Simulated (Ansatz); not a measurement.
The first iterations of a band of CH$_{6}$GeS (9 atoms, charge 0, multiplicity 1).

The calculation used RKS B3LYP/def2-SVP in Ansatz 0.2.0.

| Item | Value |
| --- | --- |
| movable images | 9 |
| climbing image | yes |
| spring | 5.0 eV/Å² |
| optimiser | quadratic models (default) |
| start path | through a guess of the saddle point |
| force threshold | 0.05 eV/Å |
| iteration limit | 60 |
| end points | relaxed |

Initial state:

```xyz
9
Properties=species:S:1:pos:R:3
C -0.759 0.837 -0.824
Ge 0.278 -0.603 0.010
S 0.920 0.170 2.033
H -1.107 0.516 -1.818
H -0.137 1.736 -0.941
H -1.634 1.085 -0.206
H 1.524 -0.954 -0.835
H -0.581 -1.877 0.186
H 1.587 -0.955 2.378
```

Final state:

```xyz
9
Properties=species:S:1:pos:R:3
C -0.767 0.847 -1.053
Ge 0.140 -0.954 -0.801
S 0.603 -0.463 1.845
H -0.742 1.045 -2.141
H -0.270 1.693 -0.554
H -1.827 0.814 -0.753
H 1.633 -0.364 -0.933
H -0.295 -1.308 2.407
H 1.612 -1.357 1.967
```

| iteration | highest image above the first end (eV) | largest band force component (eV/Å) |
| --- | --- | --- |
| 1 | 3.875 | 3.796 |
| 2 | 2.677 | 1.222 |
| 3 | 2.355 | 0.612 |
| 4 | 2.209 | 0.378 |

Question: Does the band converge within its limit, and where does its top end?

Answer: It converged. It ended after 13 iterations with the highest image 2.131 eV above the first end. A vibrational analysis at the climbing image gives one clearly imaginary mode, 889i cm⁻¹: a first-order saddle point. The orbitals stay closed-shell, which can raise the energy where a bond breaks towards radicals; this wasn't checked here.

Time of the run: 2.7 min on 2 threads of AMD EPYC 9R14 (Zen 4), on a shared host, peak memory 0.22 GiB.
